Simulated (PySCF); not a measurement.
C6H10F2O.
Bonds: C1–C2, C2–C3, C3–F4, C3–C5, C5–C6, C3–C7, C7–O8 (double), C7–F9. Hydrogens: H10, H11, H12 on C1; H13, H14 on C2; H15, H16 on C5; H17, H18, H19 on C6.

The same species was optimised twice, with GFN2-xTB and with PBE0-D3(BJ)/def2-SVP (PySCF), and the same property calculations (PySCF, gas phase) were run on both structures.

| coordinate | GFN2-xTB | PBE0-D3(BJ)/def2-SVP | change |
| --- | --- | --- | --- |
| C7–F9 (Å) | 1.349 | 1.329 | -0.020 |
| C3–C5 (Å) | 1.537 | 1.526 | -0.011 |
| C2–C3 (Å) | 1.537 | 1.527 | -0.010 |
| C3–C7 (Å) | 1.513 | 1.523 | +0.010 |
| C1–C2 (Å) | 1.525 | 1.519 | -0.006 |
| C5–C6 (Å) | 1.525 | 1.519 | -0.006 |
| C3–F4 (Å) | 1.384 | 1.379 | -0.005 |
| C7=O8 (Å) | 1.182 | 1.184 | +0.002 |
| C3–C7–O8 (°) | 127.1 | 125.2 | -1.9 |
| O8–C7–F9 (°) | 120.0 | 121.7 | +1.7 |
| C1–C2–C3 (°) | 111.9 | 113.4 | +1.5 |
| C3–C5–C6 (°) | 111.9 | 113.5 | +1.6 |
| C2–C3–C5 (°) | 112.3 | 112.7 | +0.4 |
| F4–C3–C7 (°) | 109.2 | 108.8 | -0.4 |
| C3–C7–F9 (°) | 112.9 | 113.1 | +0.2 |
| C2–C3–F4 (°) | 108.6 | 108.5 | -0.1 |
| C1–C2–C3–F4 (°) | -59 | -56 | +3 |
| C2–C3–C5–C6 (°) | 179 | 176 | -3 |
| C2–C3–C7–O8 (°) | 61 | 64 | +3 |

Rotational constants: A = 1907, B = 1463, C = 1203 MHz (GFN2-xTB) against A = 1902, B = 1460, C = 1196 MHz (PBE0-D3(BJ)/def2-SVP).

On the GFN2-xTB structure: HOMO (eV) -8.96 [PBE0/pcSseg-1]; LUMO (eV) -0.68 [PBE0/pcSseg-1]; dipole (D) 2.69 [PBE0/pcSseg-1]; GIAO shielding of C1/C6 (mean) (ppm) 176.4 [PBE0/pcSseg-1]; GIAO shielding of C2/C5 (mean) (ppm) 149.0 [PBE0/pcSseg-1]; GIAO shielding of C3 (ppm) 85.5 [PBE0/pcSseg-1]; GIAO shielding of F4 (ppm) 380.5 [PBE0/pcSseg-1]; GIAO shielding of C7 (ppm) 11.5 [PBE0/pcSseg-1]; GIAO shielding of O8 (ppm) -102.0 [PBE0/pcSseg-1]; GIAO shielding of F9 (ppm) 106.8 [PBE0/pcSseg-1].

Q: What do these properties become on the PBE0-D3(BJ)/def2-SVP structure?

A: 
```json
{"property": "HOMO (eV)", "level": "PBE0/pcSseg-1", "on GFN2-xTB": "-8.96", "on PBE0-D3(BJ)/def2-SVP": "-8.87", "change": "+0.09"}
{"property": "LUMO (eV)", "level": "PBE0/pcSseg-1", "on GFN2-xTB": "-0.68", "on PBE0-D3(BJ)/def2-SVP": "-0.61", "change": "+0.07"}
{"property": "dipole (D)", "level": "PBE0/pcSseg-1", "on GFN2-xTB": "2.69", "on PBE0-D3(BJ)/def2-SVP": "2.52", "change": "-0.17"}
{"property": "energy, GFN2-xTB geometry as zero (kcal/mol)", "level": "PBE0/pcSseg-1", "on GFN2-xTB": "0.0", "on PBE0-D3(BJ)/def2-SVP": "-0.7", "change": "-0.7"}
{"property": "GIAO shielding of C1/C6 (mean) (ppm)", "level": "PBE0/pcSseg-1", "on GFN2-xTB": "176.4", "on PBE0-D3(BJ)/def2-SVP": "175.0", "change": "-1.4"}
{"property": "GIAO shielding of C2/C5 (mean) (ppm)", "level": "PBE0/pcSseg-1", "on GFN2-xTB": "149.0", "on PBE0-D3(BJ)/def2-SVP": "148.4", "change": "-0.6"}
{"property": "GIAO shielding of C3 (ppm)", "level": "PBE0/pcSseg-1", "on GFN2-xTB": "85.5", "on PBE0-D3(BJ)/def2-SVP": "86.5", "change": "+1.0"}
{"property": "GIAO shielding of F4 (ppm)", "level": "PBE0/pcSseg-1", "on GFN2-xTB": "380.5", "on PBE0-D3(BJ)/def2-SVP": "383.7", "change": "+3.2"}
{"property": "GIAO shielding of C7 (ppm)", "level": "PBE0/pcSseg-1", "on GFN2-xTB": "11.5", "on PBE0-D3(BJ)/def2-SVP": "10.6", "change": "-0.9"}
{"property": "GIAO shielding of O8 (ppm)", "level": "PBE0/pcSseg-1", "on GFN2-xTB": "-102.0", "on PBE0-D3(BJ)/def2-SVP": "-101.3", "change": "+0.7"}
{"property": "GIAO shielding of F9 (ppm)", "level": "PBE0/pcSseg-1", "on GFN2-xTB": "106.8", "on PBE0-D3(BJ)/def2-SVP": "119.1", "change": "+12.3"}
```

The heavy atoms differ by 0.041 Å rms after alignment. Among bonds between heavy atoms C7–F9 changes most (-0.020 Å). Changes are differences of the printed values. Neither structure is proved a minimum here.

Shape of the structure used: `[CH3:1][CH2:2][C:3]([F:4])([CH2:5][CH3:6])[C:7](=[O:8])[F:9]`: C1–C2–C3–F4 -56°, C2–C3–C5–C6 176°, C2–C3–C7–O8 64°.
